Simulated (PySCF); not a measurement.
# Stationary points of NbO₂(OH)

All numbers come from PBE0 in PySCF with Nb def2-SVP with ECP28, O def2-SVP, H def2-SVP; scalar-relativistic core potentials, no spin–orbit coupling; density-fitted integrals.

Relaxations began from a few typed shapes. The search is not exhaustive: other isomers or separated fragments can lie lower, and high-lying points may rest on an excited occupation.

| spin | group | bonds | angles | imaginary modes (cm⁻¹) | ΔE (kJ/mol) | ΔE with ZPE (kJ/mol) |
| --- | --- | --- | --- | --- | --- | --- |
| singlet | C1 | Nb–O 1.711 Å (×2), Nb–O 1.913 Å, O–H 0.961 Å | H–O–Nb 138.6°, O–Nb–O 107.9°, O–Nb–O 113.3°, O–Nb–O 114.4° | none | 0.0 | 0.0 |
| singlet | Cs | Nb–O 1.714 Å (×2), Nb–O 1.931 Å, O–H 0.960 Å | H–O–Nb 145.6°, O–Nb–O 111.9°, O–Nb–O 122.2°, O–Nb–O 125.8° | 127i | 13.5 | – |

The lowest minimum found is the singlet C1: Nb–O 1.711 Å (×2), Nb–O 1.913 Å, O–H 0.961 Å; H–O–Nb 138.6°, O–Nb–O 107.9°, O–Nb–O 113.3°, O–Nb–O 114.4°.

For the lowest minimum: stability towards spin polarisation was not tested.
